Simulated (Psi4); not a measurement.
Pair of molecules, SMILES O with SMILES [C-]#[O+] (the first has 3 atoms); geometry from B3LYP-D3(BJ)/def2-TZVP, rigid monomers moved along the line of their centres of mass till H2···C4 is 4.18 Å.
(charge 0, multiplicity 1):
```xyz
5

O      0.296    -0.408    -0.456
H      0.148    -0.301     0.492
H      0.364     0.486    -0.805
C     -0.214     0.027     4.647
O     -0.264     0.028     5.768
```

Computed with SAPT0/jun-cc-pV(D+d)Z run with Psi4.

Question: Which attractive term is largest, and how does the interaction split up?

Answer: electrostatics -0.9, exchange 0.0, induction -0.1, dispersion -0.2, total -1.1 kJ/mol; the largest attraction is electrostatics.
